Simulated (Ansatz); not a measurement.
## Reading a saddle point

A first-order saddle point of SiNH8OF, closed shell, PBE0-D4/def2-TZVP, with one imaginary mode of 436i cm⁻¹:

Si1  (0.248, 1.007, -0.821)
H2  (-0.562, 0.841, 0.610)
H3  (-0.628, 0.246, -1.766)
H4  (-0.385, 2.375, -0.804)
O5  (1.696, 1.618, -1.378)
H6  (0.058, -1.609, 0.685)
F7  (1.084, -0.436, -0.265)
H8  (-0.795, -0.216, 0.949)
N9  (-0.797, -1.372, 1.202)
H10  (2.391, 0.958, -1.419)
H11  (-0.705, -1.565, 2.192)
H12  (-1.605, -1.847, 0.816)
(Å)

Program: Ansatz 0.2.0. Basis: def2-TZVPP and def2-QZVPP. Cores are frozen in the correlated methods. Extrapolation: Hartree–Fock as exp(−7.88 √X), correlation as X^−2.97.

Question: Which contacts change along the imaginary mode, and what lies on either side? (A judgement: the text doesn't fix the answer.)

Answer: The calculation gives: The step is SiH₄O ([OH][SiH3]) + NH₃ + HF → SiH₃OF ([OH][SiH2][F]) + NH₃ + H₂, with the molecules in contact on both sides. Shortening one way: Si1–F7, H2–H8, H6–N9; lengthening the same way: Si1–H2, H6–F7, H8–N9.
```json
{"pair": "Si1–F7", "one side (Å)": "3.61", "saddle (Å)": "1.76", "other side (Å)": "1.61"}
{"pair": "H2–H8", "one side (Å)": "2.24", "saddle (Å)": "1.13", "other side (Å)": "0.75"}
{"pair": "H6–N9", "one side (Å)": "1.53", "saddle (Å)": "1.03", "other side (Å)": "1.01"}
{"pair": "Si1–H2", "one side (Å)": "1.50", "saddle (Å)": "1.65", "other side (Å)": "3.99"}
{"pair": "H6–F7", "one side (Å)": "0.99", "saddle (Å)": "1.83", "other side (Å)": "2.52"}
{"pair": "H8–N9", "one side (Å)": "1.02", "saddle (Å)": "1.18", "other side (Å)": "2.78"}
```

Question: Which side is lower, and how far does the saddle lie above each? (An estimate is asked for; the value comes from the calculation.)

Answer: The calculation gives: The side with Si1–F7, H2–H8, H6–N9 short is lower by 71.7 kJ/mol; the saddle lies 183.0 kJ/mol above it and 111.3 kJ/mol above the other (CCSD(T) at an estimated basis limit (MP2 extrapolated from triple and quadruple zeta, plus CCSD(T) − MP2 in triple zeta); electronic energies).

No T1 diagnostic of these runs exceeds 0.012.

Labels in which every atom is bracketed show which atoms are joined, not bond orders.

For scale, one of the runs: CCSD(T)/def2-TZVPP, 247 basis functions, launched by `ansatz run in.yaml --threads 4 --pin off --events-out ev --progress --plain --max-ram 9574MiB`. The run took 110 s on 4 CPU threads of an Arm Neoverse V2 (shared host), with 5.2 GiB of host memory at its peak.
